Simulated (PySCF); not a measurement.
**Assignment exercise: C7H9FSi**

Geometry (Å), atoms numbered from 1 in this order:
```xyz
18

F    -1.015    2.706   -1.314
C    -0.688    1.653   -0.504
C    -1.601    0.691   -0.392
C    -1.460   -0.537    0.447
C    -0.886   -1.616   -0.426
C     0.418   -1.797   -0.573
Si    1.746   -0.841    0.354
C     1.498    1.015    0.586
C     0.571    1.884    0.178
H    -2.505    0.787   -0.978
H    -0.790   -0.341    1.285
H    -2.439   -0.835    0.825
H    -1.606   -2.198   -0.990
H     0.753   -2.567   -1.255
H     1.907   -1.414    1.703
H     3.005   -0.992   -0.393
H     2.342    1.463    1.101
H     0.742    2.947    0.334
```

How the numbers were obtained: GFN2-xTB geometry, shielding tensors at PBE0/pcSseg-1 (GIAO), in PySCF 2.14 (relativity neglected, one computed conformer, equivalent nuclei averaged, no solvent model).

Referencing at the same level of theory: ¹³C (σref 186.93) and ¹H (σref 31.72) against TMS.

Problem. Assign these signals to the numbered atoms. ¹³C{¹H} NMR (computed): δ 168.3 (C), 161.1 (CH), 146.4 (CH), 138.3 (CH), 127.3 (CH), 120.0 (CH), 36.0 (CH2).

Solution. 
| δ (ppm) | atoms | environment | reason |
| --- | --- | --- | --- |
| 168.3 | C2 | fully substituted alkene carbon | – |
| 161.1 | C5 | alkene CH | the olefinic region |
| 146.4 | C9 | alkene CH | – |
| 138.3 | C8 | alkene CH | – |
| 127.3 | C6 | alkene CH | – |
| 120.0 | C3 | alkene CH | – |
| 36.0 | C4 | allylic sp3 CH2 | aliphatic region, no heteroatom directly attached |

Problem. Assign these signals to the numbered atoms. ¹H NMR (600 MHz, computed): δ 7.18 (m, 1H), 6.99 (m, 1H), 6.21 (m, 1H), 5.93 (m, 1H), 5.87 (m, 1H), 4.99 (m, 2H), 3.09 (m, 2H).

Solution. 
7.18 → H13, hydrogen on an alkene CH: attached to an sp2 carbon and in the plane of the double bond
6.99 → H18, hydrogen on an alkene CH
6.21 → H17, hydrogen on an alkene CH
5.93 → H14, hydrogen on an alkene CH
5.87 → H10, hydrogen on an alkene CH
4.99 → H15/H16, hydrogen on a silicon bonded to 2 C, in a 8-membered ring
3.09 → H11/H12, hydrogen on an allylic sp3 CH2: allylic position

H14 and H10 lie closer than the usual error of such a calculation, so a measured spectrum could show them in the other order.

Splittings by ¹⁹F in the carbon and heteronuclear signals aren't shown, as no couplings were computed. Shifts are as computed. Against solution values, carbons near 30 ppm lie about +3 ppm off and those near 130 ppm about +5 ppm. Of 1211 compounds with measured shifts, 218 miss one by over three times the rms of a fit or turn the order of signals round; such compounds aren't used in these exercises. No couplings were computed; multiplicities are counted from neighbouring protons, with m where these are inequivalent, close in shift, in a saturated or five-membered ring or joined by F or P, and br s for small geminal =CH2 splittings.
